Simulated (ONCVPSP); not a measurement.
**ruthenium: excitation energies, all-electron against ONCV**

ruthenium (Ru), optimised norm-conserving Vanderbilt (ONCV), made with ONCVPSP 4.0.1 (PBEsol, fully relativistic). Core [Ar] 3d10, reference 4s2 4p6 4d6 (charge +2). Waves: 4s: rc 1.60 bohr, ncon 3, nbas 7, qcut 6.3 1/bohr, 2 projectors, debl 1.4 Ha; 4p: rc 1.80 bohr, ncon 3, nbas 7, qcut 6.4 1/bohr, 1 projector; 4d: rc 1.60 bohr, ncon 4, nbas 8, qcut 9.2 1/bohr, local. Local part: the d channel. Core correction: none.

Open shells are filled in proportion to 2j + 1.

In the s channel the program set the typed energies aside and used -3.542, 0.250 Ha.

Energies are relative to the spin-unpolarised reference configuration 4s2 4p6 4d6; without spin polarisation the order of configurations can differ from experiment. The d channel is local and has no spin–orbit splitting in the pseudo-atom.

Task: Give the all-electron excitation energy and the error of the potential for: 4s2 4p6 4d7 5s1; 4s2 4p6 4d7; 4s2 4p6 4d5; 4s2 4p6 4d7 5p1.

Result:

```tsv
valence configuration	charge	ΔE all-electron (eV)	error AE − PS (meV)
4s2 4p6 4d7 5s1	0	-25.485	-0.5
4s2 4p6 4d7	+1	-18.184	-0.8
4s2 4p6 4d5	+3	30.607	+5.2
4s2 4p6 4d7 5p1	0	-21.969	+28
```

Levels in the configuration 4s2 4p6 4d7:

```
   level  all-electron (eV)  pseudo (eV)
4s j=1/2            -83.662      -83.674
4p j=3/2            -52.720      -52.726
4p j=1/2            -56.107      -56.117
4d j=5/2            -12.414      -12.546
4d j=3/2            -12.747      -12.546
```
